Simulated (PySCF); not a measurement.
**Electron correlation in Te²⁺ (tellurium, charge +2)**

[Kr] 4d10 5s1 5p3, high-spin 5S determinant (an excited configuration). Calculation: PySCF 2.14, in aug-cc-pVTZ-PP with one added diffuse shell each of d, f type with ECP28MDF (6s5p5d3f, 67 functions); a scalar-relativistic core potential. Frozen: 4s2 4p6 4d10; 4 electrons correlated.

MP2 pair energies summed by pair of shells (mhartree):

```csv
pair,energy,share (%)
5p-5p,-13.93,84.7
5s-5p,-2.51,15.3
```

Total MP2 correlation energy: -16.44 mhartree.

Same-spin part -16.44 and opposite-spin part 0.00 mhartree; SCS-MP2 scales them by 1/3 and 6/5 to -5.48 mhartree.
